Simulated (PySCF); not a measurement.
C4H16Si3: core ionisation energies

Compound: SiEt2(SiH3)2, C4H16Si3.
Bonds: Si1–C2, Si1–C9, Si1–Si16, Si1–Si20, C2–C3, C9–C10. Hydrogens: H4, H5 on C2; H6, H7, H8 on C3; H11, H12 on C9; H13, H14, H15 on C10; H17, H18, H19 on Si16; H21, H22, H23 on Si20.

The calculation used PySCF, delta-SCF UKS SCAN, pcX-2 on the ionised atom, pcseg-1 elsewhere, spin-free X2C. These are vertical core ionisation energies against the vacuum level, from separate self-consistent calculations with and without the core hole.

Question: What binding energy does each computed site have?

Answer: 
| atom(s) | environment | level | binding energy (eV) | 2p1/2 (eV) | above the level's lowest (eV) | count |
| --- | --- | --- | --- | --- | --- | --- |
| Si1 | silicon bonded to 2 C and 2 Si | Si 2p3/2 | 105.58 | 106.20 | 0.00 | 1 |
| Si16/Si20 | silicon bonded to Si and 3 H | Si 2p3/2 | 106.08 | 106.70 | +0.50 | 2 |
| C2/C9 | carbon bonded to C, Si and 2 H | C 1s | 289.95 | – | 0.00 | 2 |
| C3/C10 | carbon bonded to C and 3 H | C 1s | 290.56 | – | +0.61 | 2 |
| Si1 | silicon bonded to 2 C and 2 Si | Si 1s | 1845.27 | – | 0.00 | 1 |
| Si16/Si20 | silicon bonded to Si and 3 H | Si 1s | 1845.78 | – | +0.51 | 2 |

Lowest listed C 1s: C2/C9, bonded to C, 2 H and Si. Highest, 0.61 eV above it: C3/C10, bonded to C and 3 H.

The listed Si 1s values span 0.51 eV, from Si1 (bonded to 2 C and 2 Si) to Si16/Si20 (bonded to 3 H and Si).

Lowest listed Si 2p3/2: Si1, bonded to 2 C and 2 Si. Highest, 0.50 eV above it: Si16/Si20, bonded to 3 H and Si.

Question: Which effective nuclear charge Zeff reproduces each element's mean 1s value in the hydrogen-like formula E = 13.606 eV × Zeff²?

Answer: C (Z = 6): mean 290.3 eV, Zeff = 4.62, Z − Zeff = 1.38; Si (Z = 14): mean 1845.6 eV, Zeff = 11.65, Z − Zeff = 2.35. Means run over the listed sites, weighted by atom count.

Question: Which photon energy gives electrons from Si 1s of Si16/Si20 a kinetic energy of 200 eV, and what is their de Broglie wavelength?

Answer: hν = 1845.78 + 200 = 2045.78 eV, recoil neglected; λ = 12.264 Å/√(E/eV) = 0.87 Å.

Topologically equivalent atoms share the value of their first member; where this conformer doesn't relate them by symmetry, their own values could differ. The 2p values aren't plain energy differences: one relaxed spin-free 2p hole is combined with a matrix within the shell (ground-state 2p orbital-energy differences and spin–orbit coupling). 2p3/2, the mean of its two sublevels, lies a third of the splitting below the shell's mean and 2p1/2 two thirds above it; the statistical areas are 2:1. 2p1/2 minus 2p3/2 (ligand field included): Si 0.62 eV. One conformer (not necessarily the lowest) at the PBE0-D3(BJ)/def2-SVP geometry, without solvent, vibrations or thermal averaging.
